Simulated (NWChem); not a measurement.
## Polarisability of Cl$_{2}$Si

```xyz
3

Si     0.0000     0.0000     0.9417
Cl    -1.6401     0.0000    -0.3877
Cl     1.6401     0.0000    -0.3877
```
Charge 0, spin multiplicity 1.

All runs are NWChem calculations. Structure: optimised with PBE/def2-SVP, a minimum by its harmonic frequencies.

Basis set: 6-31G*. Static limit. This basis has no diffuse functions, which lowers polarisabilities.

The correlated methods keep 15 core orbitals frozen. B3LYP has NWChem's definition, with VWN1-RPA local correlation. The Pople sets run with spherical d functions. The structure started from a generated list of species. No row is a measurement; the coupled-cluster row has its own basis-set and correlation limits.

```json
[
 {"method": "HF", "isotropic polarisability (bohr³)": "42.33"},
 {"method": "PBE", "isotropic polarisability (bohr³)": "(withheld)"},
 {"method": "B3LYP", "isotropic polarisability (bohr³)": "44.98"},
 {"method": "BHandHLYP", "isotropic polarisability (bohr³)": "(withheld)"},
 {"method": "CCSD linear response", "isotropic polarisability (bohr³)": "44.68"}
]
```

Task: Some entries are withheld; supply them.

Result: 
- PBE, isotropic polarisability (bohr³): 46.28
- BHandHLYP, isotropic polarisability (bohr³): 43.59
